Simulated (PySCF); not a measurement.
Radial density of Sn³⁸⁺ (tin, charge +38)

UHF, [Ne] 3s2, closed-shell 1S. Computed with PySCF 2.14 in an uncontracted even-tempered set (18 s from 6.9 bohr⁻², ratio 2.5; 12 p from 9 bohr⁻², ratio 2.5; 4 d from 33 bohr⁻², ratio 2.7; 4 f from 50 bohr⁻², ratio 2.7), with the spin-free X2C one-electron Hamiltonian (Gaussian nucleus).

```
r (bohr)  4πr²ρ (e/bohr)
  0.0218           63.70
  0.0367           51.85
  0.0617           61.27
   0.104           69.59
   0.174           23.54
   0.293           9.752
   0.493           1.302
   0.830        0.005422
```

Densities and radii are taken from the X2C orbitals without a picture-change correction, which distorts them close to the nucleus.
